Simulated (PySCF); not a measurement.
B(Cl)(vinyl)(OMe) (C₃H₆BClO), SMILES C=CB(OC)Cl. Geometry: ωB97X-D3(BJ)/def2-SVP. Other conformers were not sampled.

All values below come from ωB97X-D3(BJ)/def2-SVP (PySCF).

Harmonic wavenumbers (cm⁻¹): 95, 149, 168, 212, 247, 291, 391, 476, 682, 685, 1010, 1014, 1042, 1064, 1113, 1187, 1203, 1307, 1412, 1456, 1484, 1491, 1523, 1726, 3063, 3158, 3161, 3178, 3184, 3252. Rotational constants (GHz): 3.698, 2.078, 1.370; symmetry number 1.

Problem. Work out the zero-point energy and the ideal-gas rigid-rotor harmonic-oscillator thermochemistry at 298.15 K and 1 atm.

Solution. ZPE = ½ Σ hcν = ½ × 40422 cm⁻¹ = 57.79 kcal/mol. H − E(el) = 62.98 kcal/mol. Entropy in cal/(mol K): translation 39.84, rotation 27.81, vibration 16.89, total 84.55. G − E(el) = 37.77 kcal/mol. Cp = 26.14 cal/(mol K). Modes under 150 cm⁻¹ make the vibrational entropy uncertain.
